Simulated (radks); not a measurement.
Trend from K2+ to Kr2+: ionisation energy by Delta-SCF between NIST ground configurations, and size. Calculated with a radial shooting solver on a logarithmic mesh with Libxc functionals: scalar-relativistic Kohn-Sham, PBEsol, spin-polarised, spherical densities, point nucleus; open shells are filled with parallel spins first.

species      configuration  configuration of the ion  IE (eV)  NIST (eV)       kind  -e(HOMO) (eV)  outermost  <r> outermost (bohr)
K2+           [Ne] 3s2 3p5              [Ne] 3s2 3p4   45.739     45.803  semi-emp.    38.506 (3p)         3p                  1.36
Ca2+                  [Ar]              [Ne] 3s2 3p5   50.843     50.913       exp.    42.987 (3p)         3p                  1.26
Sc2+              [Ar] 3d1                      [Ar]   25.043     24.757       exp.    18.255 (3d)         3d                  1.56
Ti2+              [Ar] 3d2                  [Ar] 3d1   27.538     27.492       exp.    20.372 (3d)         3d                  1.42
V2+               [Ar] 3d3                  [Ar] 3d2   29.855     29.311       exp.    22.318 (3d)         3d                  1.30
Cr2+              [Ar] 3d4                  [Ar] 3d3   32.038      30.96       exp.    24.136 (3d)         3d                  1.21
Mn2+              [Ar] 3d5                  [Ar] 3d4   34.114      33.67       exp.    25.856 (3d)         3d                  1.13
Fe2+              [Ar] 3d6                  [Ar] 3d5   31.139      30.65       exp.    23.199 (3d)         3d                  1.11
Co2+              [Ar] 3d7                  [Ar] 3d6   33.585       33.5  semi-emp.    25.259 (3d)         3d                  1.04
Ni2+              [Ar] 3d8                  [Ar] 3d7   35.896      35.19       exp.    27.204 (3d)         3d                 0.980
Cu2+              [Ar] 3d9                  [Ar] 3d8   38.101      36.84       exp.    29.057 (3d)         3d                 0.926
Zn2+             [Ar] 3d10                  [Ar] 3d9   40.217     39.723       exp.    30.836 (3d)         3d                 0.879
Ga2+         [Ar] 3d10 4s1                 [Ar] 3d10   31.523     30.726       exp.    26.730 (4s)         4s                  2.06
Ge2+         [Ar] 3d10 4s2             [Ar] 3d10 4s1   34.332     34.058       exp.    29.283 (4s)         4s                  1.94
As2+     [Ar] 3d10 4s2 4p1             [Ar] 3d10 4s2   28.030      28.35       exp.    23.230 (4p)         4p                  2.13
Se2+     [Ar] 3d10 4s2 4p2         [Ar] 3d10 4s2 4p1   31.675      31.70       exp.    26.381 (4p)         4p                  1.97
Br2+     [Ar] 3d10 4s2 4p3         [Ar] 3d10 4s2 4p2   35.126      34.87       exp.    29.426 (4p)         4p                  1.84
Kr2+     [Ar] 3d10 4s2 4p4         [Ar] 3d10 4s2 4p3   35.408      35.84       exp.    29.827 (4p)         4p                  1.74

Reference values: NIST Atomic Spectra Database (exp. = measured, semi-emp. = semi-empirical, theory = theoretical value adopted there). Open shells are spherical and high-spin; term and fine-structure splittings are not resolved.
